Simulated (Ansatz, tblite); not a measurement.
Removing and adding an electron: Ta2B2. Total charge 0; singlet. Geometry: PBE0-D4/def2-TZVP. Ansatz, gas phase; energy differences of separate SCF runs; the oxidised species was run as a doublet alone; the reduced species was run as a doublet alone.

```
atom    x (Å)    y (Å)    z (Å)
 Ta1  -0.6479   1.1443   0.4737
 Ta2   1.3708  -0.2655  -0.0641
  B3  -0.3252  -0.0188  -1.1711
  B4  -0.3977  -0.8599   0.7616
```

In the def2 sets Ta takes a core potential; there is no spin–orbit coupling. The xTB rows come from tblite. The structure comes from a short search, and lower isomers may exist.

```tsv
level	−HOMO (eV)	vertical IE (eV)	−LUMO (eV)	vertical EA (eV)	HOMO–LUMO gap (eV)	IE − EA (eV)	remarks
GFN1-xTB	10.76	13.10	9.77	7.51	0.99	5.59	–
GFN2-xTB	8.85	11.82	8.31	5.47	0.54	6.35	–
PBE-D4/def2-TZVP	4.46	6.97	3.12	–	1.33	–	–
PBE-D4/def2-TZVPD	4.47	–	3.15	1.18	1.32	–	HOMO above zero (-1 doublet)
r2SCAN-D4/def2-TZVP	4.47	6.73	2.98	–	1.49	–	spin-contaminated (⟨S²⟩ 0.91) (+1 doublet)
r2SCAN-D4/def2-TZVPD	4.47	–	3.00	1.24	1.48	–	HOMO above zero (-1 doublet), spin-contaminated (⟨S²⟩ 0.90) (-1 doublet)
PBE0-D4/def2-TZVP	5.10	6.72	2.37	–	2.73	–	–
PBE0-D4/def2-TZVPD	5.11	–	2.41	1.15	2.70	–	HOMO above zero (-1 doublet)
```

   A HOMO above zero means that the electron is unbound at that level or that self-interaction error raises the level; the energy of removing that electron tells which. Raw xTB energy differences between charge states are shifted by several eV; the methods need an empirical correction for them.
